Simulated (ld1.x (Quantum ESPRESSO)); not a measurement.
# sulfur, PAW: configuration errors across variants

sulfur, PAW, made with ld1.x (Quantum ESPRESSO) 7.5 (PBEsol, scalar-relativistic). Core [He], reference 2s2 2p6 3s1.75 3p4.25. Waves: 2s (bound): rcut 0.65, rcutus 0.80 bohr; 3s (bound): rcut 0.65, rcutus 0.80 bohr; 2p (bound): rcut 0.65, rcutus 0.75 bohr; 3p (bound): rcut 0.65, rcutus 0.75 bohr. Local part: all-electron potential smoothed inside 0.75 bohr (lloc = -1). Core correction: a·sin(br)/r model core, default radius (ld1.x builds one for every PAW set, though the input has nlcc=.false.). Augmentation charge: BESSEL, radius 0.65 bohr.

All-electron excitation energies from the reference (eV): (1) 2s2 2p6 3s2 3p4 -2.558; (2) 2s2 2p6 3s2 3p3 9.175; (3) 2s2 2p6 3s2 3p2 31.416; (4) 2s2 2p6 3s1 3p5 7.722; (5) 2s2 2p6 3s2 3p0 112.175; (6) 2s2 2p6 3s2 3p3.5 2.085; (7) 2s1 2p6 3s2 3p4 224.291.

The overlap operator is not positive definite (basis up to 400 Ry) in “base”, “waves 2p (bound): rcut 0.48, rcutus 0.50 bohr; 3p (bound): rcut 0.48, rcutus 0.50 bohr”, “waves 2p (bound): rcut 0.54, rcutus 0.58 bohr; 3p (bound): rcut 0.54, rcutus 0.58 bohr”, “waves 2p (bound): rcut 0.64, rcutus 0.68 bohr; 3p (bound): rcut 0.64, rcutus 0.68 bohr”, “waves 2p (bound): rcut 0.65, rcutus 0.76 bohr; 3p (bound): rcut 0.65, rcutus 0.76 bohr”, “waves 2p (bound): rcut 0.65, rcutus 0.82 bohr; 3p (bound): rcut 0.65, rcutus 0.82 bohr”, “waves 2p (bound): rcut 0.65, rcutus 1.02 bohr; 3p (bound): rcut 0.65, rcutus 1.02 bohr”. Such files are unfit for use, however small their errors in these radial tests.

Tests that are not counted but printed errors over 1 eV. “waves 2p (bound): rcut 0.65, rcutus 1.02 bohr; 3p (bound): rcut 0.65, rcutus 1.02 bohr”: 2s2 2p6 3s2 3p2 (converged, but collapsed or in another state, printed error -43.7 eV); 2s1 2p6 3s2 3p4 (converged, but collapsed or in another state, printed error -154 eV).

1 further variants failed, have other tests or too few solved ones, and are left out.

Errors AE − PS in meV (a dash: test not solved or not reliable):

| change | (1) | (2) | (3) | (4) | (5) | (6) | (7) | bound ghosts |
| --- | --- | --- | --- | --- | --- | --- | --- | --- |
| base | +0.2 | +0.2 | +0.2 | -0.2 | -1.9 | +0.2 | -23 | not determined (overlap not positive) |
| waves 2p (bound): rcut 0.48, rcutus 0.50 bohr; 3p (bound): rcut 0.48, rcutus 0.50 bohr | +0.2 | +0.5 | +0.8 | -0.4 | +1.5 | +0.3 | -19 | not determined (overlap not positive) |
| waves 2p (bound): rcut 0.54, rcutus 0.58 bohr; 3p (bound): rcut 0.54, rcutus 0.58 bohr | +0.2 | +0.4 | +0.7 | -0.4 | +1.3 | +0.3 | -19 | not determined (overlap not positive) |
| waves 2p (bound): rcut 0.64, rcutus 0.68 bohr; 3p (bound): rcut 0.64, rcutus 0.68 bohr | +0.2 | +0.4 | +0.5 | -0.4 | +0.2 | +0.3 | -22 | not determined (overlap not positive) |
| waves 2p (bound): rcut 0.65, rcutus 0.76 bohr; 3p (bound): rcut 0.65, rcutus 0.76 bohr | +0.1 | +0.1 | 0.0 | -0.2 | -2.5 | +0.1 | -23 | not determined (overlap not positive) |
| waves 2p (bound): rcut 0.65, rcutus 0.82 bohr; 3p (bound): rcut 0.65, rcutus 0.82 bohr | +0.1 | 0.0 | -0.3 | +0.1 | -3.6 | 0.0 | -18 | not determined (overlap not positive) |
| waves 2p (bound): rcut 0.65, rcutus 1.02 bohr; 3p (bound): rcut 0.65, rcutus 1.02 bohr | 0.0 | +0.2 | – | +0.7 | +0.8 | +0.1 | – | not determined (overlap not positive) |

(1) Give the same row for: waves 2p (bound): rcut 0.65, rcutus 0.96 bohr; 3p (bound): rcut 0.65, rcutus 0.96 bohr.

Answers

(1) +0.1, -0.4, -2.1, +0.5, -1.8, 0.0, -253; bound ghosts: not determined (overlap not positive). Its overlap operator is not positive definite in a basis up to 400 Ry (lowest eigenvalue s -0.17), so the file is unfit for use: the generalised eigenproblem breaks down once the basis is large enough, and its test numbers describe a broken file.
